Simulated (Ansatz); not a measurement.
C$_{4}$H$_{11}$BO (SMILES CCB(C)OC), singlet, geometry from GFN2-xTB, atoms displaced at random by about 0.03 Å a coordinate; HF/STO-3G, gradient in Ansatz (a quantum-chemistry and plane-wave program).

Here is a job for Ansatz.
Ansatz 0.2 input:
```yaml
crystal:
  periodic: [false, false, false]
  atoms:
    - {symbol: B, position_ang: [0.26287387, 0.21002801, 0.28989185]}
    - {symbol: C, position_ang: [0.48954750, 1.55100123, 0.97286398]}
    - {symbol: H, position_ang: [1.32346785, 1.55972458, 1.72917874]}
    - {symbol: H, position_ang: [-0.37061691, 1.92621078, 1.46317497]}
    - {symbol: H, position_ang: [0.83471395, 2.33698364, 0.20698175]}
    - {symbol: C, position_ang: [-0.81510036, 0.07377747, -0.81502559]}
    - {symbol: C, position_ang: [-1.65872897, 1.16479650, -1.26826092]}
    - {symbol: H, position_ang: [-1.55818877, -0.82284863, -0.52050279]}
    - {symbol: H, position_ang: [-0.38046012, -0.43854050, -1.71596756]}
    - {symbol: H, position_ang: [-1.00968765, 2.05167219, -1.63449819]}
    - {symbol: H, position_ang: [-2.19984360, 1.58203518, -0.42056348]}
    - {symbol: H, position_ang: [-2.36122852, 0.97000438, -2.00582066]}
    - {symbol: O, position_ang: [0.97817545, -0.80871520, 0.70432777]}
    - {symbol: C, position_ang: [0.97613498, -2.11895596, 0.21333386]}
    - {symbol: H, position_ang: [1.15411683, -2.18256158, -0.80947621]}
    - {symbol: H, position_ang: [1.72998415, -2.76886138, 0.78344083]}
    - {symbol: H, position_ang: [-0.07095685, -2.60234553, 0.44227758]}
basis:
  gaussian:
    orbitals: STO-3G
hamiltonian:
  xc: hf
output: {forces: true}
```

Task: Predict the main parts of the log of this Ansatz run.

Result: 
```
Functional definition: HF
577 factors; integrals over basis functions are off by at most 9.1e-5 eV
mean field evaluation 1: about -6917.1484 eV, gradient 2.2e1 eV
mean field evaluation 2: about -6917.4812 eV, gradient 2.2e1 eV
mean field evaluation 4: about -6919.2837 eV, gradient 1.8e0 eV
mean field evaluation 8: about -6919.2951 eV, gradient 2.9e-2 eV
mean field -6919.29514166 eV, -254.2794063892 hartree, gradient 5.9e-5 eV, S^2 0.000000; 0 other end points of the search recorded, 0 dependent functions left out
the calculation of the forces begins
reference -6919.29514166 eV, -254.2794063892 hartree; 24, 24 occupied and 17, 17 virtual orbitals, 577 factors
Total energy: -6919.29514166 eV, -254.2794063892 hartree
Atom 0 at     0.262874     0.210028     0.289892 Å, force    -0.741995    -0.411479    -0.504299 eV/Å
Atom 1 at     0.489548     1.551001     0.972864 Å, force     4.227609     3.617417     0.203452 eV/Å
Atom 2 at     1.323468     1.559725     1.729179 Å, force    -1.379582    -0.396001    -1.018224 eV/Å
Atom 3 at    -0.370617     1.926211     1.463175 Å, force    -1.160999     0.495710     0.367691 eV/Å
Atom 4 at     0.834714     2.336984     0.206982 Å, force    -1.167406    -1.684043     1.510435 eV/Å
Atom 5 at    -0.815100     0.073777    -0.815026 Å, force    -1.497274    -8.426578    -1.587270 eV/Å
Atom 6 at    -1.658729     1.164797    -1.268261 Å, force     1.578780     7.084446     1.077333 eV/Å
Atom 7 at    -1.558189    -0.822849    -0.520503 Å, force     2.277836     2.868182    -0.174228 eV/Å
Atom 8 at    -0.380460    -0.438540    -1.715968 Å, force     0.103705     1.048310     0.992951 eV/Å
Atom 9 at    -1.009688     2.051672    -1.634498 Å, force    -1.595593    -2.151605     0.584093 eV/Å
Atom 10 at    -2.199844     1.582035    -0.420563 Å, force    -0.180894    -0.034035    -0.111350 eV/Å
Atom 11 at    -2.361229     0.970004    -2.005821 Å, force    -1.447156    -1.081695    -1.911751 eV/Å
Atom 12 at     0.978175    -0.808715     0.704328 Å, force     1.742358    -0.053236     1.100870 eV/Å
Atom 13 at     0.976135    -2.118956     0.213334 Å, force    -2.836677    -3.300639     4.247212 eV/Å
Atom 14 at     1.154117    -2.182562    -0.809476 Å, force     0.576860    -0.152762    -2.779664 eV/Å
Atom 15 at     1.729984    -2.768861     0.783441 Å, force    -1.129815     1.548834    -1.123717 eV/Å
Atom 16 at    -0.070957    -2.602346     0.442278 Å, force     2.630243     1.029175    -0.873535 eV/Å
Dipole moment:    -0.013116    -0.277129    -0.132764 e Å
```
